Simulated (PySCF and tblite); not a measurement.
The numbers below are computed, except where a source is named.
C5H6O3, numbered as in [CH3:1][C:2](=[O:3])[O:4]/[CH:5]=[CH:6]/[CH:7]=[O:8].

Search: ETKDG and KDG, MMFF94s, GFN2-xTB, 150 starts; geometries at GFN2-xTB. Free energies are CAM-B3LYP-D3(BJ)/pcSseg-1 (IEF-PCM, methanol) single points with GFN2-xTB rigid-rotor and vibrational terms (modes under about 100 cm⁻¹ blended into free rotors). Symmetry numbers and mirror images are counted. Conformers within 2.5 kcal/mol (GFN2-xTB free energy) were kept, 6 at most. Codes: tblite and PySCF.

Rotational constants are equilibrium values for the commonest isotopes; dipoles come from the energy level named and are polarised by its solvent model.

Torsions listed: O3–C2–O4–C5, C2–O4–C5–C6, C5–C6–C7–O8.

```
conformer           shape  symmetry  weight %
        1  0°, 180°, 180°        Cs      89.1
        2    0°, 180°, 0°        Cs      10.2
        3   -1°, 0°, 180°        Cs       0.6
        4      0°, 0°, 0°        Cs       0.1
```

Sets of constants, in random order:

| set | A (MHz) | B (MHz) | C (MHz) | abs μa (D) | abs μb (D) | abs μc (D) |
| --- | --- | --- | --- | --- | --- | --- |
| P | 7224 | 908 | 811 | 5.26 | 4.62 | 0.03 |
| Q | 8762 | 772 | 713 | 5.07 | 1.12 | 0.00 |
| R | 7425 | 947 | 844 | 4.09 | 0.47 | 0.00 |
| S | 6638 | 903 | 799 | 3.15 | 5.05 | 0.00 |

Q: Match each set to its conformer.

A: P is conformer 3, Q is conformer 1, R is conformer 4, S is conformer 2.


Conformer gaps in pcSseg-1 on xTB geometries can be 2 kcal/mol off for S=O, P=O and other polar bonds.